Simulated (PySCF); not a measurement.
C3H3N2, SMILES [c]1ncc[nH]1, multiplicity 2. Atoms are numbered in the order given.

```xyz
8

C     -1.1716    -0.1186     0.0000
N     -0.6622     1.0584     0.0000
C      0.7178     0.8833     0.0000
C      1.0070    -0.4715     0.0000
N     -0.2350    -1.1081     0.0000
H      1.4138     1.7308     0.0000
H      1.9507    -1.0279     0.0000
H     -0.4029    -2.1140     0.0000
```
Charge 0, spin multiplicity 2.

Geometry optimised at PBE-D3(BJ)/def2-SVP. The isomer is the one that the SMILES or the coordinates give; other isomers of the formula were not compared.

All values below come from PySCF with PBE0/pcH-1.

Unrestricted Kohn–Sham, ⟨S²⟩ = 0.759. Hyperfine tensors hold the contact and dipolar terms, without spin-orbit corrections.

Q: Estimate the hyperfine couplings. (Estimate from the structure and the level; the computed values follow.)

A: 
| nucleus | A(iso) (MHz) | A(iso) (G) | dipolar principal values (MHz) |
|---|---|---|---|
| 13C no. 1 | 765.0 | 273.0 | -64.1, -41.6, 105.7 |
| 14N no. 2 | 95.8 | 34.2 | -8.4, -1.1, 9.5 |
| 13C no. 3 | 86.4 | 30.8 | -7.2, -4.9, 12.2 |
| 13C no. 4 | 2.4 | 0.8 | -11.0, 0.6, 10.4 |
| 14N no. 5 | 47.7 | 17.0 | -5.9, -2.6, 8.5 |
| 1H no. 6 | -1.0 | -0.4 | -4.0, -2.5, 6.6 |
| 1H no. 7 | 3.2 | 1.1 | -3.6, 0.1, 3.5 |
| 1H no. 8 | -3.1 | -1.1 | -8.4, -6.2, 14.6 |

Q: And the g tensor (effective nuclear charges for spin-orbit coupling, GIAO)? (Estimate from the structure and the level; the computed values follow.)

A: principal values 2.0003, 2.0021, 2.0032; isotropic 2.0018.
